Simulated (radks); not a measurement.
Trend from C2+ to Pb2+: ionisation energy by Delta-SCF between NIST ground configurations, and size. Calculated with a radial shooting solver on a logarithmic mesh with Libxc functionals: scalar-relativistic Kohn-Sham, PBEsol, spin-unpolarised, spherical densities, point nucleus.

species  configuration  IE (eV)  NIST (eV)  kind  outermost  <r> outermost (bohr)  r at 0.001 e/bohr^3 (bohr)
C2+           [He] 2s2   47.964     47.888  exp.         2s                  1.36                        2.79
Si2+          [Ne] 3s2   33.899     33.493  exp.         3s                  1.95                        3.43
Ge2+     [Ar] 3d10 4s2   34.789     34.058  exp.         4s                  1.94                        3.40
Sn2+     [Kr] 4d10 5s2   31.015     30.506  exp.         5s                  2.21                        3.68
Pb2+              [Hg]   32.480     31.937  exp.         6s                  2.17                        3.67

Reference values: NIST Atomic Spectra Database (measured). Spin polarisation and multiplet splitting are left out, so open shells lie too high by an amount that depends on their filling. Nuclear size, the Breit interaction and QED, all absent here, shift the 1s and 2s values of heavy ions.

Beside tabulated values, note that spin-unpolarised runs miss the spin-polarisation part of the exchange energy of open shells, and scalar-relativistic runs lack spin-orbit coupling.
